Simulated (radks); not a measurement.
Problem. V+, 22 electrons, occupied as [Ar] 3d4. All-electron calculation, scalar-relativistic Kohn-Sham, Slater X-alpha with alpha = 0.659, spin-polarised, spherical densities, point nucleus; open shells are filled with parallel spins first. Program: a radial shooting solver on a logarithmic mesh with Libxc functionals. Some entries of the table are withheld. Estimate them.

orbital  occ.  eigenvalue (hartree)  r(max) (bohr)
1s down     1             -196.5845        0.04359
1s up       1             -196.5835        0.04359
2s up       1             -22.09468         0.2563
2s down     1             -22.04804         0.2561
2p up       3             -18.47885         0.2081
2p down     3             -18.44288         0.2080
3s up       1              -2.66615         0.8226
3s down     1              -2.53116         0.8222
3p up       3              -1.72297         0.8490
3p down     3              -1.58773         0.8484
3d up       4                   (1)            (2)
3d down     0                   (3)            (4)

Solution. 
(1) 3d up eigenvalue (hartree): -0.33522
(2) 3d up r(max) (bohr): 0.9188
(3) 3d down eigenvalue (hartree): -0.20086
(4) 3d down r(max) (bohr): 0.9203
